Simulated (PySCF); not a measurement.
**Dipole moment and polarisability across levels of theory**

Compound: C₄H₇B.
SMILES: `B[C@@H]1CC1=C`

PySCF, dipoles from the SCF density, polarisabilities from static response with core orbitals frozen. Isolated species at its PBE0-D3(BJ)/def2-SVP geometry (one conformer only).

The anisotropy is √(½[(α1 − α2)² + (α2 − α3)² + (α3 − α1)²]).

| level | μ (D) | α (Å³) | anisotropy (Å³) |
| --- | --- | --- | --- |
| LDA/def2-SVPD | 1.311 | 9.91 | 3.50 |
| PBE/def2-SVPD | 1.280 | 9.76 | 3.48 |
| B3LYP/def2-SVPD | 1.153 | 9.52 | 3.32 |
| PBE0/def2-SVPD | 1.157 | 9.42 | 3.30 |
| BHandHLYP/def2-SVPD | 1.038 | 9.21 | 3.21 |
| CAM-B3LYP/def2-SVPD | 1.090 | 9.36 | 3.20 |
| wB97X-D/def2-SVPD | 1.073 | 9.37 | 3.19 |
| LC-wPBE/def2-SVPD | 1.053 | 9.08 | 3.09 |
| HF/def2-SVPD | 0.930 | 8.98 | 3.19 |
| PBE0/6-31G* | 1.208 | 7.96 | 3.33 |
| PBE0/6-31+G* | 1.163 | 9.01 | 3.22 |
| PBE0/def2-SVP | 1.169 | 8.37 | 3.31 |
| PBE0/aug-cc-pVDZ | 1.141 | 9.65 | 3.35 |
| PBE0/def2-TZVP | 1.154 | 9.26 | 3.37 |
| PBE0/def2-TZVPD | 1.140 | 9.61 | 3.33 |

The dipole runs from 0.93 D (HF/def2-SVPD) to 1.31 D (LDA/def2-SVPD). No reference polarisability is at hand; against PBE0 in the largest diffuse basis at hand (def2-TZVPD) the other PBE0 rows deviate by 6-31G* -17%, 6-31+G* -6%, def2-SVP -13%, def2-SVPD -2%, aug-cc-pVDZ 0%, def2-TZVP -4%. In one basis (def2-SVPD) the functionals order the polarisability from HF (lowest) to LDA (highest), a spread of 10%. With PBE0 the polarisability is 8.53 Å³ without diffuse functions (mean of 6-31G*, def2-SVP and def2-TZVP) and 9.42 Å³ with them (mean of 6-31+G*, def2-SVPD, aug-cc-pVDZ and def2-TZVPD).
